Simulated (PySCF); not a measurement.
PySCF input file for TaOCl₂, SMILES [O]=[Ta+]([Cl])[Cl], charge +1, multiplicity 1, TDDFT-M06-2X/def2-SVPD. The structure is a stationary point at PBE0-D3(BJ)/def2-SVP. The multiplicity is an assumed one; other spin states were not compared. The isomer is the one that the SMILES or the coordinates give; other isomers of the formula were not compared. The def2 effective core potentials stand for the cores of Ta; spin–orbit coupling is left out.

```python
import numpy as np
from pyscf import gto, scf, dft, tdscf

mol = gto.M(
    atom='''
    Ta    0.21345754    0.29721139   -0.00000000
    O    -1.03366592    1.41983854    0.00000000
    Cl   -0.21509039   -0.97220998   -1.77965689
    Cl   -0.21509039   -0.97220998    1.77965690
    ''',
    basis='def2-SVPD',
    ecp={'Ta': 'def2-svp'},
    charge=1,
    spin=0,
    symmetry=True,
    max_memory=1600,
    verbose=4,
)
mf = dft.RKS(mol, xc='m06-2x').density_fit(auxbasis='def2-universal-jkfit')
mf.grids.level = 4
mf.conv_tol = 1e-9
mf.max_cycle = 100
mf.kernel()
mf.grids = dft.Grids(mol).set(level=2).build(with_non0tab=True)  # coarser grid for the response kernel
td = tdscf.TDDFT(mf)
td.singlet = True
td.nstates = 10
td.conv_tol = 1e-4
td.positive_eig_threshold = 1e-6
td.kernel(x0=td.get_init_guess(mf, 15))
td.analyze()
tt = tdscf.TDA(mf)
tt.singlet = False
tt.nstates = 4
tt.conv_tol = 1e-4
tt.positive_eig_threshold = 1e-6
tt.kernel(x0=tt.get_init_guess(mf, 9))
tt.analyze(verbose=3)
```

Output:

```
PySCF version 2.14.0

[INPUT] verbose = 4
[INPUT] num. atoms = 4
[INPUT] num. electrons = 54
[INPUT] charge = 1
[INPUT] spin (= nelec alpha-beta = 2S) = 0
[INPUT] symmetry True subgroup None
[INPUT] Mole.unit = angstrom
[INPUT] Symbol           X                Y                Z      unit          X                Y                Z       unit  Magmom
[INPUT]  1 Ta     0.213457540000   0.297211390000   0.000000000000 AA    0.403376289823   0.561648128201   0.000000000000 Bohr   0.0
[INPUT]  2 O     -1.033665920000   1.419838540000   0.000000000000 AA   -1.953345493097   2.683105981702   0.000000000000 Bohr   0.0
[INPUT]  3 Cl    -0.215090390000  -0.972209980000  -1.779656890000 AA   -0.406461929126  -1.837210597769  -3.363064117795 Bohr   0.0
[INPUT]  4 Cl    -0.215090390000  -0.972209980000   1.779656900000 AA   -0.406461929126  -1.837210597769   3.363064136692 Bohr   0.0

nuclear repulsion = 227.317834194736
point group symmetry = Cs
symmetry origin: [-3.28648020e-09  7.72322845e-09  2.79350816e-09]
symmetry axis x: [ 1.00000000e+00 -2.56956432e-10  3.88014141e-10]
symmetry axis y: [2.56956431e-10 1.00000000e+00 3.12008227e-09]
symmetry axis z: [-3.88014142e-10 -3.12008207e-09  1.00000000e+00]
num. orbitals of irrep A' = 67
num. orbitals of irrep A" = 45
number of shells = 44
number of NR pGTOs = 183
number of NR cGTOs = 112
basis = def2-SVPD
ecp = {'Ta': 'def2-svp'}


[settings echo left out]
init E= -1039.47895806618
HOMO (A") = -0.584146691671707  LUMO (A') = -0.414009337223044  gap/eV = 4.62967
cycle= 1 E= -1051.83565853228  delta_E= -12.4  |g|= 0.807  |ddm|= 8.03
HOMO (A") = -0.449024964588282  LUMO (A') = -0.308169497243317  gap/eV = 3.83287
cycle= 2 E= -1051.31511257858  delta_E= 0.521  |g|=  1.8  |ddm|= 1.82
HOMO (A") = -0.592865767114759  LUMO (A') = -0.303484112101916  gap/eV = 7.87448
cycle= 3 E= -1051.95290221872  delta_E= -0.638  |g|= 0.335  |ddm|= 1.22
HOMO (A") = -0.59586129885063  LUMO (A') = -0.352964988628658  gap/eV = 6.60955
cycle= 4 E= -1051.97564695816  delta_E= -0.0227  |g|= 0.14  |ddm|= 0.473
HOMO (A") = -0.60526155838712  LUMO (A') = -0.339377774488136  gap/eV = 7.23507
cycle= 5 E= -1051.9807112382  delta_E= -0.00506  |g|= 0.0262  |ddm|= 0.174
HOMO (A") = -0.601946290574166  LUMO (A') = -0.338936026640968  gap/eV = 7.15687
cycle= 6 E= -1051.98089564779  delta_E= -0.000184  |g|= 0.00508  |ddm|= 0.031
HOMO (A") = -0.602111394694444  LUMO (A') = -0.338585236851633  gap/eV = 7.17091
cycle= 7 E= -1051.98090682355  delta_E= -1.12e-05  |g|= 0.00131  |ddm|= 0.00869
HOMO (A") = -0.602264674676252  LUMO (A') = -0.33869008452436  gap/eV = 7.17223
cycle= 8 E= -1051.98090832541  delta_E= -1.5e-06  |g|= 0.000377  |ddm|= 0.00384
HOMO (A") = -0.602273992883997  LUMO (A') = -0.338649001721778  gap/eV = 7.17360
cycle= 9 E= -1051.98090847236  delta_E= -1.47e-07  |g|= 0.00012  |ddm|= 0.00112
HOMO (A") = -0.602284330428966  LUMO (A') = -0.338643143801583  gap/eV = 7.17404
cycle= 10 E= -1051.98090848698  delta_E= -1.46e-08  |g|= 4.3e-05  |ddm|= 0.000338
HOMO (A") = -0.602285615024256  LUMO (A') = -0.338641754303836  gap/eV = 7.17411
cycle= 11 E= -1051.98090848872  delta_E= -1.74e-09  |g|= 1.72e-05  |ddm|= 0.000113
HOMO (A") = -0.602284963241901  LUMO (A') = -0.33864071327922  gap/eV = 7.17413
cycle= 12 E= -1051.98090848903  delta_E= -3.08e-10  |g|= 4.19e-06  |ddm|= 5.82e-05
HOMO (A") = -0.602284945702505  LUMO (A') = -0.338641197826058  gap/eV = 7.17411
Extra cycle  E= -1051.98090848904  delta_E= -1.21e-11  |g|= 3.72e-06  |ddm|= 1.05e-05
converged SCF energy = -1051.98090848904
tot grids = 50256
Overwritten attributes  positive_eig_threshold  of <class 'pyscf.tdscf.rks.TDDFT'>


******** <class 'pyscf.tdscf.rks.TDDFT'> for <class 'pyscf.df.df_jk.DFSymAdaptedRKS'> ********
nstates = 10 singlet
deg_eia_thresh = 1.000e-03
wfnsym = None
conv_tol = 0.0001
eigh lindep = 1e-12
eigh level_shift = 0
eigh max_cycle = 100


Excitation energies (eV)
[3.97513039 4.24524696 4.51526451 4.77643711 4.98629985 5.2282405
 5.27493565 5.33519078 5.48091825 5.51873185]

** Singlet excitation energies and oscillator strengths **
Excited State   1:   A"      3.97513 eV    311.90 nm  f=0.0001
      25 -> 28       -0.20126
      27 -> 28        0.65572
Excited State   2:   A'      4.24525 eV    292.05 nm  f=0.0040
      26 -> 28        0.67446
      26 -> 30       -0.12656
      27 -> 29       -0.11383
Excited State   3:   A"      4.51526 eV    274.59 nm  f=0.0297
      25 -> 28        0.65695
      26 -> 29       -0.12415
      27 -> 28        0.19725
Excited State   4:   A'      4.77644 eV    259.57 nm  f=0.0001
      26 -> 28       -0.12607
      26 -> 30       -0.10295
      27 -> 29       -0.67586
Excited State   5:   A"      4.98630 eV    248.65 nm  f=0.0055
      23 -> 28        0.11797
      24 -> 29       -0.11071
      25 -> 30        0.10502
      26 -> 29       -0.55821
      27 -> 28       -0.10265
      27 -> 30       -0.32448
Excited State   6:   A'      5.22824 eV    237.14 nm  f=0.0129
      20 -> 28       -0.12340
      22 -> 28       -0.19093
      24 -> 28        0.29057
      25 -> 29        0.58370
Excited State   7:   A'      5.27494 eV    235.04 nm  f=0.0046
      20 -> 28        0.24326
      21 -> 28        0.11735
      22 -> 28        0.46592
      23 -> 29        0.10840
      24 -> 28       -0.26475
      25 -> 29        0.33048
Excited State   8:   A"      5.33519 eV    232.39 nm  f=0.0000
      19 -> 28        0.10078
      23 -> 28       -0.53412
      25 -> 30       -0.16983
      26 -> 29       -0.29954
      27 -> 30        0.22992
Excited State   9:   A'      5.48092 eV    226.21 nm  f=0.0058
      22 -> 28        0.37923
      23 -> 29       -0.19608
      24 -> 28        0.53004
      26 -> 30        0.11051
Excited State  10:   A"      5.51873 eV    224.66 nm  f=0.0194
      23 -> 28        0.39772
      23 -> 30       -0.17271
      25 -> 30       -0.30672
      26 -> 29       -0.19802
      27 -> 30        0.35634

** Transition electric dipole moments (AU) **
state          X           Y           Z        Dip. S.      Osc.
  1        -0.0000      0.0000     -0.0287      0.0008      0.0001
  2         0.0863     -0.1768      0.0000      0.0387      0.0040
  3        -0.0000     -0.0000     -0.5181      0.2685      0.0297
  4        -0.0323     -0.0133     -0.0000      0.0012      0.0001
  5        -0.0000      0.0000      0.2125      0.0452      0.0055
  6        -0.1748     -0.2648      0.0000      0.1007      0.0129
  7        -0.1728     -0.0762     -0.0000      0.0357      0.0046
  8         0.0000      0.0000     -0.0110      0.0001      0.0000
  9        -0.0550      0.2001      0.0000      0.0431      0.0058
 10        -0.0000      0.0000      0.3787      0.1434      0.0194

WARN: ECP detected. Skipping calculation of transition velocity and magnetic dipole moments, which have not yet been implemented.

Overwritten attributes  positive_eig_threshold  of <class 'pyscf.tdscf.rks.TDA'>


******** <class 'pyscf.tdscf.rks.TDA'> for <class 'pyscf.df.df_jk.DFSymAdaptedRKS'> ********
nstates = 4 triplet
deg_eia_thresh = 1.000e-03
wfnsym = None
conv_tol = 0.0001
eigh lindep = 1e-12
eigh level_shift = 0
eigh max_cycle = 100


Excitation energies (eV)
[3.89654856 4.08546921 4.16764031 4.58957571]

** Triplet excitation energies and oscillator strengths **
Excited State   1:   A"      3.89655 eV    318.19 nm  f=0.0000
Excited State   2:   A'      4.08547 eV    303.48 nm  f=0.0000
Excited State   3:   A"      4.16764 eV    297.49 nm  f=0.0000
Excited State   4:   A'      4.58958 eV    270.14 nm  f=0.0000
```

Self-consistency was reached.

Cost: around 6 core-minutes (rough).
